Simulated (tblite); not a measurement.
C6H4FO (doublet state).
Numbering: `[O:1][c:2]1[cH:3][cH:4][cH:5][c:6]([F:7])[cH:8]1` (hydrogens: H9 on C3; H10 on C4; H11 on C5; H12 on C8)

The geometry is computed with GFN2-xTB (gas phase). This method treats the open shell by occupation alone, without spin polarisation.

What internal coordinates does the optimisation give?

| bond | length (Å) |
| --- | --- |
| O1–C2 | 1.233 |
| C2–C3 | 1.455 |
| C3–C4 | 1.367 |
| C4–C5 | 1.396 |
| C5–C6 | 1.398 |
| C6–F7 | 1.346 |
| C6–C8 | 1.363 |
| C2–C8 | 1.453 |
| C3–H9 | 1.079 |
| C4–H10 | 1.080 |
| C5–H11 | 1.078 |
| C8–H12 | 1.079 |

A selection of angles:
| angle | degrees |
| --- | --- |
| O1–C2–C3 | 122.1 |
| O1–C2–C8 | 122.0 |
| C3–C2–C8 | 116.0 |
| C2–C3–C4 | 121.6 |
| C3–C4–C5 | 120.8 |
| C4–C5–C6 | 119.0 |
| C5–C6–F7 | 117.7 |
| C5–C6–C8 | 122.7 |
| F7–C6–C8 | 119.6 |
| C2–C8–C6 | 119.9 |

C6 (carbon bonded to 2 C and F) is planar (angles 122.7°, 119.6° and 117.7°, sum 360.0°, 0.00 Å off the plane of its three neighbours). The 8 heavy atoms lie in one plane (0.001 Å rms). C2 (carbon bonded to 2 C and O) is planar (angles 122.1°, 122.0° and 116.0°, sum 360.0°, 0.00 Å off the plane of its three neighbours). C3 (carbon bonded to 2 C and H) is planar (angles 121.6°, 121.6° and 116.8°, sum 360.0°, 0.00 Å off the plane of its three neighbours). C4 (carbon bonded to 2 C and H) is planar (angles 120.8°, 120.3° and 118.9°, sum 360.0°, 0.00 Å off the plane of its three neighbours). C5 (carbon bonded to 2 C and H) is planar (angles 121.5°, 119.5° and 119.0°, sum 360.0°, 0.00 Å off the plane of its three neighbours). The 6-membered ring C2–C3–C4–C5–C6–C8 has internal angles of 116.0° to 122.7° (sum 720°, against 720° for a flat polygon); it is planar, 0.00 Å rms from its mean plane, widest ring torsion 0°.

Point group: Cs (tolerance 0.08 Å). Its GFN2-xTB frequencies are all real (lowest 156 cm⁻¹).
